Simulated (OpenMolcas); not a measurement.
**How basis sets differ on SiCNClF2 (SMILES N#C[Si](F)(F)Cl)**

SiCNClF2 has 6 atoms, charge 0, and is taken as a singlet. SMILES: `N#C[Si](F)(F)Cl`. The coordinates come from a PBE0-D4/def2-TZVP relaxation.

```xyz
6

N     1.9254   -1.0922    1.0774
C     1.0301   -0.6093    0.5400
Si   -0.3944    0.1767   -0.2903
F    -1.4879   -0.9203   -0.5277
F     0.0876    0.7192   -1.6790
Cl   -1.1189    1.6619    0.8334
```

Each level gives the HOMO–LUMO gap (eV). The values are calculated.

```
                          level          kind     program  value (eV)  CPU time
              HF/ANO-R0 (sfX2C)  Hartree–Fock  OpenMolcas       17.42     3.9 s
                      HF/STO-3G  Hartree–Fock  OpenMolcas       19.16     3.4 s
                       HF/3-21G  Hartree–Fock  OpenMolcas       16.89     5.7 s
HF/ANO-R1 (sfX2C, RICD fitting)  Hartree–Fock  OpenMolcas       16.33      11 s
                     HF/cc-pVDZ  Hartree–Fock  OpenMolcas       16.41      15 s
```

The values span 16.33 to 19.16 eV. A Hartree–Fock LUMO above zero doesn't converge with the basis: it sinks as sets grow more diffuse. Orbital gaps aren't excitation energies. CPU times are rough (shared hosts, several kinds of processor and program).
